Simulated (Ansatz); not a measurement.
Geometry optimisation, RKS PBE-D4/def2-mTZVP (Ansatz).

input.yaml

```yaml
crystal:
  periodic: [false, false, false]
  atoms:
    - { symbol: O, position_ang: [-2.0601, 0.3264, 0.3673] }
    - { symbol: Si, position_ang: [-0.4349, 0.6321, 0.6066] }
    - { symbol: C, position_ang: [0.511, 0.2808, -0.8729] }
    - { symbol: B, position_ang: [1.2524, -1.0698, -0.2305] }
    - { symbol: "N", position_ang: [0.3853, -0.8564, 1.0779] }
    - { symbol: H, position_ang: [-2.4122, 1.1839, -0.1494] }
    - { symbol: H, position_ang: [-0.0223, 1.8165, 1.4017] }
    - { symbol: H, position_ang: [-0.0493, 0.0831, -1.7526] }
    - { symbol: H, position_ang: [1.3254, 1.0647, -1.0059] }
    - { symbol: H, position_ang: [1.9167, -1.914, -0.5975] }
    - { symbol: H, position_ang: [-0.3465, -1.6043, 1.1759] }
basis:
  gaussian: { orbitals: def2-mTZVP }
hamiltonian:
  xc: pbe
  dispersion: d4
relax:
  f_tol: 0.015
  max_steps: 40
```

Run as:

```bash
$ ansatz run input.yaml --threads 2 --pin off --max-ram 3072MiB --backend cpu --events-out ev --progress --plain --runs-dir out
```

Q: Where does it end, and by what steps?

A: The forces met the threshold. After 15 steps the energy has fallen by 2.344 eV; H6 moved furthest, 0.75 Å.

```
step  energy less start (eV)  largest force component (eV/Å)  accepted
   0                  0.0000                           5.059       yes
   1                 -1.4746                           2.262       yes
   2                 -1.9350                           1.482       yes
   3                 -2.1902                           0.970       yes
   4                 -2.2821                           0.564       yes
   5                 -2.2879                           0.529       yes
   6                 -2.3307                           0.148       yes
   7                 -2.3320                           0.238       yes
   8                 -2.3365                           0.396       yes
   9                 -2.3393                           0.362       yes
  10                 -2.3416                           0.082       yes
  11                 -2.3434                           0.030       yes
  12                 -2.3439                           0.017       yes
  13                 -2.3441                           0.030       yes
  14                 -2.3441                           0.019       yes
  15                 -2.3441                           0.010       yes
```

```xyz
11
Properties=species:S:1:pos:R:3
O -2.126 0.618 0.021
Si -0.497 0.570 0.384
C 0.713 0.314 -1.028
B 1.070 -1.025 -0.210
N 0.119 -1.021 0.845
H -2.665 1.227 0.553
H -0.224 1.630 1.414
H 0.235 0.130 -2.002
H 1.524 1.039 -1.181
H 1.931 -1.850 -0.376
H -0.014 -1.688 1.602
```

Whether the end is a true minimum wasn't checked by a vibrational analysis.

Run time: 46 s on 2 threads of Arm Neoverse V1, on a shared host, peak memory 0.18 GiB.
